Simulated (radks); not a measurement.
Valence configurations of Ga I (all share [Ar]). Method: scalar-relativistic Kohn-Sham, PBEsol, spin-unpolarised, spherical densities, point nucleus; computed with a radial shooting solver on a logarithmic mesh with Libxc functionals. Energies are relative to 3d10 4s2 4p1; eigenvalues in eV.

3d10 4s2 4p1: E (eV) 0.000; e(3d) -19.162; e(4p) -2.571; e(4s) -8.963
3d10 4p3: E (eV) 13.391; e(3d) -22.744; e(4p) -4.024
3d10 4s1 4p2: E (eV) 6.551; e(3d) -21.046; e(4p) -3.354; e(4s) -10.057
3d9 4s2 4p2: E (eV) 20.321; e(3d) -28.065; e(4p) -3.889; e(4s) -11.362
3d9.5 4s2 4p1.5: E (eV) 9.212; e(3d) -23.538; e(4p) -3.244; e(4s) -10.192
3d10 4s1.5 4p1.5: E (eV) 3.237; e(3d) -20.132; e(4p) -2.980; e(4s) -9.534
3d9 4s1 4p3: E (eV) 27.919; e(3d) -29.726; e(4p) -4.553; e(4s) -12.271
3d8.5 4s1 4p3.5: E (eV) 41.498; e(3d) -34.322; e(4p) -5.142; e(4s) -13.336
3d9 4p4: E (eV) 35.747; e(3d) -31.273; e(4p) -5.150
3d7.5 4s1 4p4.5: E (eV) 74.866; e(3d) -43.982; e(4p) -6.314; e(4s) -15.403

NIST lists [Ar] 3d10 4s2 4p1 as the ground configuration; this level of theory agrees among the configurations tried. The energies are those of spherical spin-averaged densities, not of single terms.
